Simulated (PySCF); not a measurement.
C₃H₉N, charge +1, doublet, at a GFN2-xTB geometry (a state made from the parent by changing its charge; the spin is typed, not shown lowest). Base run: CAMB3LYP/def2-SVP (PySCF).

Input for PySCF:
```python
from pyscf import gto, scf, dft

mol = gto.Mole()
mol.atom = '''
    C    -0.586976    1.209356    0.590904
    C    -0.008740    0.088029   -0.263518
    C     1.438712   -0.293058    0.021830
    N    -0.855916   -1.003974   -0.396140
    H     0.044677    2.091622    0.547727
    H    -0.641650    0.874418    1.627980
    H    -1.592098    1.487150    0.279473
    H     0.061085    0.567211   -1.280054
    H     1.813157   -1.038464   -0.677162
    H     1.503866   -0.716871    1.025242
    H     2.083351    0.579576   -0.024996
    H    -0.491597   -1.924164   -0.600700
    H    -1.847355   -0.918624   -0.219828
'''
mol.basis = 'def2-svp'
mol.charge = 1
mol.spin = 1
mol.verbose = 4
mol.build()

mf = dft.UKS(mol)
mf.xc = 'camb3lyp'
mf.kernel()
```

Each row names what was changed in the base input (with any setting that the change needs).

```tsv
change	ΔE vs base (mEh)	fitting functions
base	0.000	-
only_dfj = on; auxbasis = def2-universal-jfit	-0.265	295
auxbasis = even-tempered beta=1.6	0.003	1054
auxbasis = def2-universal-jfit	0.371	295
auxbasis = default (with mf = mf.density_fit())	-0.066	464
auxbasis = even-tempered beta=2.0	-0.013	700
auxbasis = cc-pvtz-jkfit	-0.063	586
auxbasis = cc-pvtz-ri	-0.240	594
auxbasis = def2-svp-ri	-7.007	318
auxbasis = even-tempered beta=3.0	-0.229	483
```

A fitting set is made for a task (jfit for Coulomb, jkfit for Coulomb and exchange, ri for correlation) and for a family of orbital bases.

Open shells are given as the SCF converged; they aren't shown to be the lowest states, and a large step between rows can be another state.
